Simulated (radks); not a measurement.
Q: Species: I-. Configuration: [Xe]. All-electron calculation, scalar-relativistic Kohn-Sham, LDA (Slater exchange, Perdew-Wang correlation), spin-polarised, spherical densities, point nucleus; Watson sphere of charge +1 and radius 4.19 bohr. Program: a radial shooting solver on a logarithmic mesh with Libxc functionals. Some entries of the table are withheld. Estimate them.

orbital  occ.  eigenvalue (eV)  r(max) (bohr)  <1/r> (bohr^-1)
1s          2              (1)        0.01756            56.78
2s          2        -5089.414        0.09921            13.01
2p          6        -4570.270        0.07950            12.45
3s          2        -1024.964         0.2860              (2)
3p          6        -856.7199         0.2796            4.433
3d         10        -604.0266         0.2315            4.198
4s          2              (3)         0.6802            1.890
4p          6        -125.1742         0.7147            1.730
4d         10         -48.1865         0.7782            1.441
5s          2         -15.9778          1.705           0.6566
5p          6          -6.0662          2.066           0.4967

A: 
(1) 1s eigenvalue (eV): -32946.12
(2) 3s <1/r> (bohr^-1): 4.660
(3) 4s eigenvalue (eV): -177.9935
